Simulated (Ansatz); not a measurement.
Basis-set series for Cl3FSn (`[F][Sn]([Cl])([Cl])[Cl]`). Total charge 0; spin multiplicity 1. Sn takes the def2 core potential. The structure was optimised at the PBE0-D4/def2-TZVP level.

```
functional       basis  functions  energy (Eh)  HOMO (eV)  LUMO (eV)
   PBE0-D4    def2-SVP         94  -1693.84256      -9.80      -3.10
   PBE0-D4  def2-QZVPP        349  -1694.51464      -9.96      -3.23
   ωB97M-V    def2-SVP         94  -1694.25026     -12.01      -0.91
   ωB97M-V  def2-QZVPP        349  -1694.91640     -12.25      -1.19
```

(1) Give the rows for def2-TZVPP. (Estimate.)

Answers

(1) Ansatz gave: 
| functional | basis | functions | energy (Eh) | HOMO (eV) | LUMO (eV) |
| --- | --- | --- | --- | --- | --- |
| PBE0-D4 | def2-TZVPP | 207 | -1694.46529 | -9.95 | -3.21 |
| ωB97M-V | def2-TZVPP | 207 | -1694.86944 | -12.22 | -1.11 |
